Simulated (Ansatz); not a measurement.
`C[SiH2][TeH]` + `CBS` → `CBS[SiH2]C` + H₂Te at 700 K and 1 bar (ligand exchange at the Si–Te bond).

Program: Ansatz. Geometries: PBE0-D4/def2-TZVP. ΔE: electronic, gas phase. CBS: MP2 limit from def2 TZ/QZ plus the TZ coupled-cluster correction, frozen cores. def2 core potentials past Kr. For Te outer-core shells are correlated without core-valence functions, which leaves a few kJ/mol of doubt a bond. Each species was taken in one conformer, which may not be the lowest.

| species | CCSD(T)/CBS energy (Eh) | H − E (kJ/mol) | S (J/(mol·K)) |
| --- | --- | --- | --- |
| `C[SiH2][TeH]` | -598.49179 | 226.3 | 435.2 |
| `CBS` | -463.66090 | 209.1 | 366.5 |
| `CBS[SiH2]C` | -793.23951 | 374.8 | 530.5 |
| H₂Te | -268.91024 | 57.2 | 261.6 |

H − E and S are ideal-gas, rigid-rotor, harmonic terms from PBE0-D4/def2-TZVP, for one conformer and one mirror image of each species. 1 Eh = 2625.50 kJ/mol, R = 8.31446 J/(mol·K).

Q: By hand: ΔE, ΔH, ΔS and ΔG.

A: ΔE = (-793.23951) + (-268.91024) − (-598.49179) − (-463.66090) = 0.00294 Eh = 7.7 kJ/mol. Δ(H − E) = 374.8 + 57.2 − 226.3 − 209.1 = -3.4, so ΔH = 4.3 kJ/mol. ΔS = 530.5 + 261.6 − 435.2 − 366.5 = -9.6 J/(mol·K). ΔG = 4.3 − 700 × (-9.6)/1000 = 11.0 kJ/mol.

Q: By hand: the equilibrium constant, and the temperature at which ΔG would vanish if ΔH and ΔS stayed fixed.

A: log₁₀ K = −ΔG/(RT ln 10) = -0.8. ΔH and −TΔS have one sign here, so there is no such temperature.

TΔS isn't small against ΔH here. A doubt of 5 kJ/mol in ΔE shifts log₁₀ K by 0.4 here. Other conformers and mirror images would add mixing entropy, several J/(mol·K) or more a flexible species. Modes under 60 cm⁻¹, often nearly free rotors, make the harmonic entropy too high. These are equilibria of isolated gas molecules and say nothing of rates. Largest T1 diagnostic: 0.013 (customary marks: 0.02 for closed shells, 0.045 for open ones).

ΔS is within the doubt of such terms, so its sign, and with it that verdict, could turn.
